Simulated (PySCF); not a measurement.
C3H7O (SMILES C[C](C)O), doublet, geometry from GFN2-xTB; PySCF with B3LYP5/def2-SVP.

Here is a job for PySCF.
```python
from pyscf import gto, scf, dft

mol = gto.Mole()
mol.atom = '''
    O     0.00603261    1.39945068    0.10521327
    C    -0.01052600    0.01737478    0.17269437
    H     0.91691624    1.70866002    0.14601563
    C    -1.34102772   -0.59836921   -0.06927069
    C     1.24583048   -0.72781260   -0.10982389
    H    -1.49928663   -0.83397408   -1.12962906
    H     1.48877769   -0.74519186   -1.18250461
    H    -2.11939352    0.09363073    0.24088969
    H     2.09395553   -0.27939847    0.41110616
    H    -1.43953471   -1.52700685    0.49162855
    H     1.14464384   -1.75948281    0.21918865
'''
mol.basis = 'def2-svp'
mol.spin = 1
mol.verbose = 4
mol.build()

mf = dft.UKS(mol)
mf.xc = 'b3lyp5'
mf.kernel()
```

What does PySCF print? Leave out banner, timings and long lists.


```
PySCF version 2.14.0

[INPUT] verbose = 4
[INPUT] num. atoms = 11
[INPUT] num. electrons = 33
[INPUT] charge = 0
[INPUT] spin (= nelec alpha-beta = 2S) = 1
[INPUT] symmetry False subgroup None
[INPUT] Mole.unit = angstrom
[INPUT] Symbol           X                Y                Z      unit          X                Y                Z       unit  Magmom
[INPUT]  1 O      0.006032610000   1.399450680000   0.105213270000 AA    0.011399980716   2.644578510036   0.198824264970 Bohr   0.0
[INPUT]  2 C     -0.010526000000   0.017374780000   0.172694370000 AA   -0.019891257187   0.032833575675   0.326345062554 Bohr   0.0
[INPUT]  3 H      0.916916240000   1.708660020000   0.146015630000 AA    1.732720572766   3.228899477794   0.275929550606 Bohr   0.0
[INPUT]  4 C     -1.341027720000  -0.598369210000  -0.069270690000 AA   -2.534175116250  -1.130753928272  -0.130902632560 Bohr   0.0
[INPUT]  5 C      1.245830480000  -0.727812600000  -0.109823890000 AA    2.354278404835  -1.375366484008  -0.207537074034 Bohr   0.0
[INPUT]  6 H     -1.499286630000  -0.833974080000  -1.129629060000 AA   -2.833241112922  -1.575982606186  -2.134689545750 Bohr   0.0
[INPUT]  7 H      1.488777690000  -0.745191860000  -1.182504610000 AA    2.813382094463  -1.408208525655  -2.234609853936 Bohr   0.0
[INPUT]  8 H     -2.119393520000   0.093630730000   0.240889690000 AA   -4.005073302978   0.176936436543   0.455215540331 Bohr   0.0
[INPUT]  9 H      2.093955530000  -0.279398470000   0.411106160000 AA    3.957002468718  -0.527986587923   0.776878050522 Bohr   0.0
[INPUT] 10 H     -1.439534710000  -1.527006850000   0.491628550000 AA   -2.720326348705  -2.885624736835   0.929043314517 Bohr   0.0
[INPUT] 11 H      1.144643840000  -1.759482810000   0.219188650000 AA    2.163063367770  -3.324940631780   0.414206518113 Bohr   0.0

nuclear repulsion = 125.872571151231
number of shells = 45
number of NR pGTOs = 145
number of NR cGTOs = 91
basis = def2-svp
ecp = {}

******** <class 'pyscf.dft.uks.UKS'> ********
method = UKS
initial guess = minao
damping factor = 0
level_shift factor = 0
DIIS = <class 'pyscf.scf.diis.CDIIS'>
diis_start_cycle = 1
diis_space = 8
diis_damp = 0
SCF conv_tol = 1e-09
SCF conv_tol_grad = None
SCF max_cycles = 50
direct_scf = True
direct_scf_tol = 1e-13
number electrons alpha = 17  beta = 16
XC library pyscf.dft.libxc version 7.1.2
    S. Lehtola, C. Steigemann, M. J. T. Oliveira, and M. A. L. Marques,  SoftwareX 7, 1–5 (2018)
XC functionals = b3lyp5
    P. A. M. Dirac,  Math. Proc. Cambridge Philos. Soc. 26, 376 (1930)
    F. Bloch,  Z. Phys. 57, 545 (1929)
    A. D. Becke,  Phys. Rev. A 38, 3098 (1988)
    C. Lee, W. Yang, and R. G. Parr,  Phys. Rev. B 37, 785 (1988)
    B. Miehlich, A. Savin, H. Stoll, and H. Preuss,  Chem. Phys. Lett. 157, 200 (1989)
    S. H. Vosko, L. Wilk, and M. Nusair,  Can. J. Phys. 58, 1200 (1980)
radial grids:
    Treutler-Ahlrichs [JCP 102, 346 (1995); DOI:10.1063/1.469408] (M4) radial grids

becke partition: Becke, JCP 88, 2547 (1988); DOI:10.1063/1.454033
pruning grids: <function nwchem_prune>
grids dens level: 3
symmetrized grids: False
atomic radii adjust function: <function treutler_atomic_radii_adjust>
small_rho_cutoff = 0
Set gradient conv threshold to 3.16228e-05
tot grids = 125096
init E= -193.648410406466

cycle= 1 E= -193.351950460498  delta_E= 0.296  |g|= 0.453  |ddm|= 2.34
cycle= 2 E= -193.26381272884  delta_E= 0.0881  |g|= 0.666  |ddm|= 1.16
cycle= 3 E= -193.435234804068  delta_E= -0.171  |g|= 0.0843  |ddm|= 0.764
cycle= 4 E= -193.43827571974  delta_E= -0.00304  |g|= 0.0224  |ddm|= 0.0959
cycle= 5 E= -193.438551974509  delta_E= -0.000276  |g|= 0.00375  |ddm|= 0.0265
cycle= 6 E= -193.438561425735  delta_E= -9.45e-06  |g|= 0.00118  |ddm|= 0.00875
cycle= 7 E= -193.438562411224  delta_E= -9.85e-07  |g|= 0.00063  |ddm|= 0.00245
cycle= 8 E= -193.438562646834  delta_E= -2.36e-07  |g|= 0.000195  |ddm|= 0.00109
cycle= 9 E= -193.438562671168  delta_E= -2.43e-08  |g|= 4.41e-05  |ddm|= 0.000347
cycle= 10 E= -193.438562672972  delta_E= -1.8e-09  |g|= 1.4e-05  |ddm|= 0.000102
cycle= 11 E= -193.438562673101  delta_E= -1.29e-10  |g|= 7.2e-06  |ddm|= 3.06e-05
Extra cycle  E= -193.438562673104  delta_E= -2.73e-12  |g|= 7.99e-06  |ddm|= 1.45e-05
converged SCF energy = -193.438562673104  <S^2> = 0.75345509  2S+1 = 2.0034521
```
